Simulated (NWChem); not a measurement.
CH$_{5}$ClO$_{2}$Si; SMILES O[SiH](OC)Cl

```xyz
10

Si     0.5755     0.1060    -0.4030
O      1.9705     0.6333     0.2779
Cl    -1.0304     1.3082     0.1220
O      0.2565    -1.4067     0.1548
C     -0.9353    -2.1406     0.0594
H      0.7516     0.1883    -1.8667
H      2.0572     0.5448     1.2323
H     -1.0853    -2.5363    -0.9604
H     -0.8788    -2.9938     0.7515
H     -1.8137    -1.5293     0.3289
```
Atoms are numbered in this order, from 1.

All runs: NWChem. Pople sets run with spherical d functions. Coordinates come from a PBE0/def2-SVP optimisation. B3LYP is NWChem's, with the RPA form of VWN correlation. GIAO values for the isolated, static molecule; σ is the absolute isotropic shielding, δ = σ(reference) − σ with the isolated reference molecule computed at the same levels (13C: tetramethylsilane, 1H: tetramethylsilane, 17O: water, 29Si: tetramethylsilane).

Problem. Estimate the computed values for B3LYP/6-31G*. Quantities: δ Si1 (ppm); δ O2 (ppm); σ Cl3 (ppm); δ O4 (ppm); δ C5 (ppm); δ H6 (ppm); δ H7 (ppm).

Solution. The δ Si1 (ppm) is -19.3, the δ O2 (ppm) is 53.0 and the σ Cl3 (ppm) is 897.0. The δ O4 (ppm) is 35.6. The δ C5 (ppm) is 48.2. The δ H6 (ppm) is 5.10 and the δ H7 (ppm) is 1.91.
